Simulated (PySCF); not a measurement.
C3H10AlNSe, singlet, geometry from GFN2-xTB (such geometries of metal compounds can be far from the true shape), with bond 10-7 at 1.8 times its length; PySCF with CASSCF(6,6)/STO-3G.

Here is a job for PySCF.
```python
from pyscf import gto, scf, mcscf
import numpy

mol = gto.M(
    atom='''
Al   -0.63099171   -0.17908473   -0.29194309
C    -2.31400558   -1.15999246   -0.66561608
H    -2.27156252   -2.16759126   -0.23786989
H    -2.51063020   -1.26702041   -1.73677767
H    -3.19136292   -0.66978586   -0.23238209
N    -0.17664527    1.38000095   -1.06554654
C     1.10868080    2.05661495   -1.06563485
C    -1.16795156    2.10620826   -1.83787221
H     1.48198127    2.18707068   -2.08817936
H     0.97648596    3.84131367   -0.23136106
H     1.83418535    1.46014755   -0.50834533
H    -1.34025894    3.10573200   -1.42167683
H    -0.85312549    2.22383125   -2.88110770
H    -2.10744276    1.55358883   -1.81664534
Se    0.88957989   -1.03246541    1.25248406
H     1.35632788    0.28084709    1.60950012
''',
    basis='sto-3g',
    verbose=4,
)

mf = scf.RHF(mol)
mf.kernel()
mc = mcscf.CASSCF(mf, 6, 6)
mc.fix_spin_(ss=0.0)
mc.kernel()
occ = numpy.linalg.eigvalsh(mc.fcisolver.make_rdm1(mc.ci, mc.ncas, mc.nelecas))[::-1]
ss = mc.fcisolver.spin_square(mc.ci, mc.ncas, mc.nelecas)[0]
print('natural occupations', occ.round(4), ' <S^2>', round(ss, 4))
```

Output, abridged:

```
PySCF version 2.14.0

[INPUT] verbose = 4
[INPUT] num. atoms = 16
[INPUT] num. electrons = 82
[INPUT] charge = 0
[INPUT] spin (= nelec alpha-beta = 2S) = 0
[INPUT] symmetry False subgroup None
[INPUT] Mole.unit = angstrom
[INPUT] Symbol           X                Y                Z      unit          X                Y                Z       unit  Magmom
[...]
nuclear repulsion = 480.669500799279
number of shells = 35
number of NR pGTOs = 171
number of NR cGTOs = 57
basis = sto-3g
ecp = {}

******** <class 'pyscf.scf.hf.RHF'> ********
method = RHF
initial guess = minao
damping factor = 0
level_shift factor = 0
DIIS = <class 'pyscf.scf.diis.CDIIS'>
diis_start_cycle = 1
diis_space = 8
diis_damp = 0
SCF conv_tol = 1e-09
SCF conv_tol_grad = None
SCF max_cycles = 50
direct_scf = True
direct_scf_tol = 1e-13
Set gradient conv threshold to 3.16228e-05
Initial guess from minao.
init E= -2781.02925515868
[...]
cycle= 1 E= -2784.12750686159  delta_E= -3.1  |g|= 0.502  |ddm|= 4.63
[...]
cycle= 2 E= -2784.25033527727  delta_E= -0.123  |g|= 0.124  |ddm|=  1.1
[...]
cycle= 3 E= -2784.25666317983  delta_E= -0.00633  |g|= 0.0436  |ddm|= 0.224
[...]
cycle= 4 E= -2784.25752625084  delta_E= -0.000863  |g|= 0.00947  |ddm|= 0.0786
[...]
cycle= 5 E= -2784.25760530699  delta_E= -7.91e-05  |g|= 0.00277  |ddm|= 0.0284
[...]
cycle= 6 E= -2784.25761151914  delta_E= -6.21e-06  |g|= 0.000901  |ddm|= 0.00751
[...]
cycle= 7 E= -2784.25761224407  delta_E= -7.25e-07  |g|= 0.000297  |ddm|= 0.00275
[...]
cycle= 8 E= -2784.25761230786  delta_E= -6.38e-08  |g|= 7.66e-05  |ddm|= 0.000815
[...]
cycle= 9 E= -2784.25761231306  delta_E= -5.2e-09  |g|= 1.29e-05  |ddm|= 0.000253
[...]
cycle= 10 E= -2784.2576123132  delta_E= -1.38e-10  |g|= 3.15e-06  |ddm|= 4.03e-05
[...]
Extra cycle  E= -2784.25761231321  delta_E= -1.32e-11  |g|= 1.23e-06  |ddm|= 7.39e-06
converged SCF energy = -2784.25761231321

******** <class 'pyscf.mcscf.mc1step.CASSCF'> ********
CAS (3e+3e, 6o), ncore = 38, nvir = 13
max_cycle_macro = 50
max_cycle_micro = 4
conv_tol = 1e-07
conv_tol_grad = None
orbital rotation max_stepsize = 0.02
orbital rotation threshold for CI restart = 0.01
augmented hessian ah_max_cycle = 30
augmented hessian ah_conv_tol = 1e-12
augmented hessian ah_linear dependence = 1e-14
augmented hessian ah_level shift = 1e-08
augmented hessian ah_start_tol = 2.5
augmented hessian ah_start_cycle = 3
augmented hessian ah_grad_trust_region = 3
kf_trust_region = 3
kf_interval = 4
ci_response_space = 4
[...]
CASCI E = -2784.29765607937  S^2 = 0.0000000
[...]
macro iter  34 ( 21 JK    4 micro), CASSCF E = -2784.35916027508  dE = -9.36201568e-05  S^2 = 0.0000000
               |grad[o]|=0.0014  |grad[c]|=0.00132  |ddm|=0.000634  |maxRot[o]|=0.0413
macro iter  35 ( 21 JK    4 micro), CASSCF E = -2784.35915852401  dE =  1.75107289e-06  S^2 = 0.0000000
               |grad[o]|=0.000927  |grad[c]|=0.00332  |ddm|=0.00146  |maxRot[o]|=0.00247
macro iter  36 ( 21 JK    4 micro), CASSCF E = -2784.35919795402  dE = -3.94300096e-05  S^2 = 0.0000000
               |grad[o]|=0.000964  |grad[c]|=0.00204  |ddm|=0.00117  |maxRot[o]|=0.0244
macro iter  37 ( 20 JK    4 micro), CASSCF E = -2784.35920665551  dE = -8.70149006e-06  S^2 = 0.0000000
               |grad[o]|=0.000669  |grad[c]|=0.00278  |ddm|=0.00132  |maxRot[o]|=0.00781
macro iter  38 ( 16 JK    4 micro), CASSCF E = -2784.35922020005  dE = -1.35445448e-05  S^2 = 0.0000000
               |grad[o]|=0.000609  |grad[c]|=0.00227  |ddm|=0.000638  |maxRot[o]|=0.0125
macro iter  39 ( 13 JK    4 micro), CASSCF E = -2784.35921648610  dE =  3.71394981e-06  S^2 = 0.0000000
               |grad[o]|=0.000432  |grad[c]|=0.00209  |ddm|=0.000785  |maxRot[o]|=0.00238
macro iter  40 (  9 JK    2 micro), CASSCF E = -2784.35923023649  dE = -1.37503898e-05  S^2 = 0.0000000
               |grad[o]|=0.000519  |grad[c]|=0.000427  |ddm|=0.000409  |maxRot[o]|=0.0169
macro iter  41 ( 18 JK    4 micro), CASSCF E = -2784.35923339802  dE = -3.16153273e-06  S^2 = 0.0000000
               |grad[o]|=0.00027  |grad[c]|=0.000808  |ddm|=0.00047  |maxRot[o]|=0.00859
macro iter  42 ( 10 JK    2 micro), CASSCF E = -2784.35923573491  dE = -2.33688161e-06  S^2 = 0.0000000
               |grad[o]|=0.000224  |grad[c]|=0.000223  |ddm|=0.000179  |maxRot[o]|=0.00665
macro iter  43 (  7 JK    1 micro), CASSCF E = -2784.35923648401  dE = -7.49105311e-07  S^2 = 0.0000000
               |grad[o]|=9.51e-05  |grad[c]|=0.000388  |ddm|=0.000145  |maxRot[o]|=0.00663
macro iter  44 (  5 JK    1 micro), CASSCF E = -2784.35923653959  dE = -5.55769475e-08  S^2 = 0.0000000
               |grad[o]|=4.24e-05  |grad[c]|=0.000124  |ddm|=4.65e-05  |maxRot[o]|=0.00149
1-step CASSCF converged in  44 macro (675 JK 141 micro) steps
CASSCF canonicalization
Density matrix diagonal elements [1.98072373 1.95886472 1.74953183 0.27113657 0.01834937 0.02139378]
CASSCF energy = -2784.35923653959
CASCI E = -2784.35923653959  E(CI) = -6.35778915909623  S^2 = 0.0000000
natural occupations [1.9878 1.9846 1.7188 0.2811 0.0187 0.0089]  <S^2> 0.0
```
